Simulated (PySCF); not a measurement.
Excitation energy of In²⁺ by level of theory

In²⁺ [Kr] 4d10 5s1 (2S) → In²⁺ [Kr] 4d9 5s1 5p1 (high-spin determinant), as a difference of total energies. Computed with PySCF 2.14 in aug-cc-pVQZ-PP with one added diffuse shell each of s, p, d, f, g type with ECP28MDF (8s8p6d4f3g, 117 functions), with scalar relativity through the core potential. The calculations carry no spin-orbit coupling.

```
 method  excitation energy (cm⁻¹)
    UHF                    159690
    LDA                    168030
    PBE                    166750
   PBE0                    166790
 r2SCAN                    165910
   MN15                    169610
r2SCAN0                    166070
r2SCANh                    165970
```

The determinant of the upper state mixes LS terms, which raises its energy above the lowest term, most at the Hartree-Fock and MP2 levels.
